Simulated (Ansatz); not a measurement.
One change: `N[SiH2]O[SiH](N)O` becomes `N[SiH2]O[SiH](N)F`.

Ansatz, PBE0-D4/def2-TZVP geometries, multiplicity 1. Each molecule was computed in one conformer, which needn't be the lowest.

```csv
property,`N[SiH2]O[SiH](N)O`
HOMO energy (ωB97M-V/def2-TZVPP) / eV,-10.02
HOMO energy (PBE/def2-TZVPP) / eV,-6.19
HOMO–LUMO gap (ωB97M-V/def2-TZVPP) / eV,11.96
HOMO–LUMO gap (PBE0/def2-TZVPP) / eV,8.13
LUMO energy (B3LYP/def2-TZVPP) / eV,0.19
LUMO energy (PBE/def2-TZVPP) / eV,-0.33
```

Q: Give the same properties after the change, and the shifts. (Estimate.)

A: Computed: 
```csv
property,`N[SiH2]O[SiH](N)F`,shift
HOMO energy (ωB97M-V/def2-TZVPP) / eV,-10.25,-0.23
HOMO energy (PBE/def2-TZVPP) / eV,-6.29,-0.10
HOMO–LUMO gap (ωB97M-V/def2-TZVPP) / eV,12.15,0.19
HOMO–LUMO gap (PBE0/def2-TZVPP) / eV,8.27,0.14
LUMO energy (B3LYP/def2-TZVPP) / eV,0.15,-0.04
LUMO energy (PBE/def2-TZVPP) / eV,-0.36,-0.03
```

B3LYP here is the variant with VWN-RPA as its local correlation; programs differ in this.
